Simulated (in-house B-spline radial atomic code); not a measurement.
# Binding energies in Te2+

NIST's tabulated ground configuration is [Kr] 4d10 5s2 5p2; each binding energy is the energy of the ion with one electron taken from that subshell, relaxed, less that of the parent. Method: Dirac-Hartree-Fock, average of configuration, Fermi nucleus of rms radius 4.7423 fm. Calculated with a B-spline radial code for spherical atoms. Energies include first-order Breit, QED and recoil terms.

| subshell | X-ray name | binding energy (eV) | -ε (eV) | relaxation (eV) |
| --- | --- | --- | --- | --- |
| 1s | K | 31843.1 | 32018.3 | 66.0 |
| 2s | L1 | 4976.3 | 5022.7 | 35.0 |
| 3s | M1 | 1040.3 | 1056.9 | 14.7 |
| 3d3/2 | M4 | 613 | 629.8 | 16.3 |
| 3d5/2 | M5 | 602.7 | 618.9 | 16.1 |
| 4s | N1 | 208.1 | 213.0 | 4.5 |
| 4d3/2 | N4 | 70.1 | 73.45 | 3.36 |
| 4d5/2 | N5 | 68.65 | 71.88 | 3.28 |
| 5s | O1 | 36.57 | 37.06 | 0.45 |
| 5p | O2,3 | 26.27 | 26.57 | 0.29 |

Relaxation = -ε minus the binding energy without Breit, QED and recoil terms.

(1) What does it cost to remove both a 4d3/2 and a 5p electron?

(2) What does it cost to remove both a 4d5/2 and a 5s electron?

(3) What does it cost to remove both a 3s and a 3d5/2 electron?

## Answers

(1) 108.18 eV, which is 11.81 eV more than the two single binding energies together.

(2) 118.31 eV, which is 13.09 eV more than the two single binding energies together.

(3) 1688.9 eV, which is 45.97 eV more than the two single binding energies together.
